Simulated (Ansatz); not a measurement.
`[GeH3][GeH2][GeH2][GeH2][GeH2][GeH3]` + `[CH3][AlH][SH]` → `[CH3][AlH][S][GeH3]` + `[GeH3][GeH2][GeH2][GeH2][GeH3]`  (cleavage of the Ge–Ge bond)

Computed with Ansatz on PBE0-D4/def2-TZVP structures; ΔE is electronic, products minus reactants. CBS: MP2 limit from def2 TZ/QZ plus the TZ coupled-cluster correction, frozen cores. This one scheme is used for every species. DFT in def2-TZVPP. For Ge outer-core shells are correlated without core-valence functions, which leaves a few kJ/mol of doubt a bond. Scalar relativity is left out up to krypton. Each species was taken in one conformer, which may not be the lowest.

CCSD(T)/CBS gives -1.7 kcal/mol.

**Question.** Another level gave -4.1 kcal/mol. Which?
A. ωB97X-V/def2-TZVPP
B. PBE-D4/def2-TZVPP
C. HF/def2-TZVPP
D. B97M-V/def2-TZVPP

**Answer.** D. B97M-V -4.1, ωB97X-V -2.4, PBE-D4 -0.7, HF/def2-TZVPP -5.6 kcal/mol.

Largest T1 diagnostic among the species: 0.012.

From BLYP to BHLYP (50 % exact exchange), in def2-TZVPP and without D4, ΔE moves by −1.3 kcal/mol. The D4 term adds +1.0 kcal/mol with B3LYP and +0.7 kcal/mol with PBE0; it sums over pairs of atoms, weighted by their polarisabilities, and B3LYP, whose exchange is more repulsive, gets the larger term.

B3LYP here is the variant with VWN-RPA as its local correlation; programs differ in this.
